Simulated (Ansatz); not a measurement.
Ansatz results at the PBE0-D4/def2-TZVP geometry: HOMO–LUMO gap (ωB97M-V/def2-TZVPP) 10.11 eV; HOMO–LUMO gap (B3LYP/def2-TZVPP) 5.74 eV; HOMO–LUMO gap (PBE0/def2-TZVPP) 6.19 eV.

Each molecule was computed in one conformer, which needn't be the lowest.

Q: Which molecule gave them?
A. `FC1BN1`
B. `C#C[SiH2]S[SiH3]`
C. `[BH2][GaH][CH2][SiH2]F`
D. `B[CH]([GaH2])[SiH2]F`

A: D. The others give `[BH2][GaH][CH2][SiH2]F`: 9.62, 5.35, 5.82; `C#C[SiH2]S[SiH3]`: 10.88, 6.40, 6.82; `FC1BN1`: 11.93, 7.26, 7.73.

B3LYP here is the variant with VWN-RPA as its local correlation; programs differ in this.
